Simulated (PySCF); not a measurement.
NMR parameters of (H2B-mu-NHMe)3

(H2B-mu-NHMe)3, C3H18B3N3.

Cartesian coordinates in Å; atom numbers follow the order of the lines, from 1:
```xyz
27

B     0.842   -0.137    1.149
H     0.566   -1.162    1.749
H     1.754    0.494    1.681
N    -0.441    0.785    1.096
C    -0.909    1.057    2.461
B    -1.635    0.233    0.224
H    -2.498    1.105    0.137
H    -2.050   -0.794    0.732
N    -1.092   -0.100   -1.227
C    -0.905    1.082   -2.076
B     0.135   -1.101   -1.236
H    -0.227   -2.167   -0.770
H     0.559   -1.199   -2.386
N     1.278   -0.511   -0.322
C     2.407   -1.449   -0.276
H    -0.160    1.689    0.712
H    -1.761    1.751    2.443
H    -0.094    1.476    3.069
H    -1.234    0.111    2.913
H    -1.847   -0.650   -1.639
H    -0.106    1.719   -1.666
H    -1.823    1.685   -2.112
H    -0.605    0.788   -3.092
H     1.637    0.335   -0.770
H     3.227   -1.033    0.327
H     2.763   -1.672   -1.292
H     2.066   -2.382    0.191
```

GIAO calculations in PySCF on the PBE0-D3(BJ)/def2-SVP structure: isolated species, non-relativistic, equivalent atoms averaged; basis pcSseg-1.

**Question.** Give the isotropic shieldings (ppm) with KT2, PBE0.

**Answer.** 
```tsv
atoms	environment	KT2	PBE0
N4/N9/N14	nitrogen bonded to C, 2 B, H	211.8	220.0
C5/C10/C15	carbon bonded to N, 3 H	144.9	146.5
B1/B6/B11	boron bonded to 2 N, 2 H	108.4	110.0
H2/H3/H7/H8/H12/H13	hydrogen on a boron bonded to 2 N	28.79	28.99
H17/H18/H19/H21/H22/H23/H25/H26/H27	hydrogen on a carbon bonded to N	28.87	29.00
H16/H20/H24	hydrogen on a nitrogen bonded to C, 2 B	29.64	29.92
HOMO–LUMO gap (eV)	–	5.97	8.20
```

**Question.** And the chemical shifts, against references computed in the same way?

**Answer.** 
```tsv
atoms	nucleus, reference	KT2	PBE0
N4/N9/N14	¹⁵N, NH3	52.5	45.7
C5/C10/C15	¹³C, TMS	38.3	37.9
B1/B6/B11	¹¹B, BF3·OEt2	-8.5	-9.3
H2/H3/H7/H8/H12/H13	¹H, TMS	2.39	2.28
H17/H18/H19/H21/H22/H23/H25/H26/H27	¹H, TMS	2.31	2.27
H16/H20/H24	¹H, TMS	1.54	1.34
```

**Question.** Which part of the shielding of N4/N9/N14 depends on the functional?

**Answer.** Diamagnetic: KT2 322, PBE0 322 ppm; paramagnetic: KT2 -110, PBE0 -102 ppm. The diamagnetic part, set mainly by inner electrons, hardly moves; the paramagnetic part goes with low-lying magnetically allowed excitations and carries the spread.

Experimental scales use liquid or dissolved standards, which lie at an offset from isolated NH3 (liquid NH3: subtract about 20 ppm).
